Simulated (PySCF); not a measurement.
## $^{15}$N chemical shifts

PySCF 2.14 calculation with geometry: GFN2-xTB and shieldings: GIAO PBE0/pcSseg-1; rapidly exchanging positions averaged, isolated molecule, a single conformation, non-relativistic.

Shieldings were converted by a linear fit to measured shifts: $^{15}$N (scatter 6.3 ppm rms vs CH3NO2, solution or neat liquid). Occasional misses reach two or three times the rms, and more in compound classes unlike the fitted ones.

Task: Give the $^{15}$N shifts of `Cc1nn([SiH](C)C)nc1C=O`, `[H]/N=C\CCO[SiH2]N`, `NC(=O)[C@@H]1[SiH2]O[SiH2]C1=O`, `CC(=O)c1cnn([SiH](C)C)n1`, `CC#C[SiH2]N([SiH3])[SiH2]P`.

Result: 
```json
{"compound": "[CH3:1][c:2]1[n:3][n:4]([SiH:5]([CH3:6])[CH3:7])[n:8][c:9]1[CH:10]=[O:11]", "environment": "N8: pyridine-type nitrogen of an azole", "δ (ppm)": "-24.5"}
{"compound": "[CH3:1][c:2]1[n:3][n:4]([SiH:5]([CH3:6])[CH3:7])[n:8][c:9]1[CH:10]=[O:11]", "environment": "N3: pyridine-type nitrogen of an azole", "δ (ppm)": "-56.0"}
{"compound": "[CH3:1][c:2]1[n:3][n:4]([SiH:5]([CH3:6])[CH3:7])[n:8][c:9]1[CH:10]=[O:11]", "environment": "N4: pyrrole-type ring nitrogen", "δ (ppm)": "-130.7"}
{"compound": "[H]/[N:1]=[CH:2]\\[CH2:3][CH2:4][O:5][SiH2:6][NH2:7]", "environment": "N1: imine nitrogen", "δ (ppm)": "-59.3"}
{"compound": "[H]/[N:1]=[CH:2]\\[CH2:3][CH2:4][O:5][SiH2:6][NH2:7]", "environment": "N7: nitrogen bonded to Si, 2 H", "δ (ppm)": "-369.7"}
{"compound": "NC(=O)[C@@H]1[SiH2]O[SiH2]C1=O", "environment": "amide-type nitrogen", "δ (ppm)": "-282.9"}
{"compound": "[CH3:1][C:2](=[O:3])[c:4]1[cH:5][n:6][n:7]([SiH:8]([CH3:9])[CH3:10])[n:11]1", "environment": "N11: pyridine-type nitrogen of an azole", "δ (ppm)": "-37.7"}
{"compound": "[CH3:1][C:2](=[O:3])[c:4]1[cH:5][n:6][n:7]([SiH:8]([CH3:9])[CH3:10])[n:11]1", "environment": "N6: pyridine-type nitrogen of an azole", "δ (ppm)": "-49.5"}
{"compound": "[CH3:1][C:2](=[O:3])[c:4]1[cH:5][n:6][n:7]([SiH:8]([CH3:9])[CH3:10])[n:11]1", "environment": "N7: pyrrole-type ring nitrogen", "δ (ppm)": "-129.2"}
{"compound": "CC#C[SiH2]N([SiH3])[SiH2]P", "environment": "nitrogen bonded to 3 Si", "δ (ppm)": "-391.5"}
```
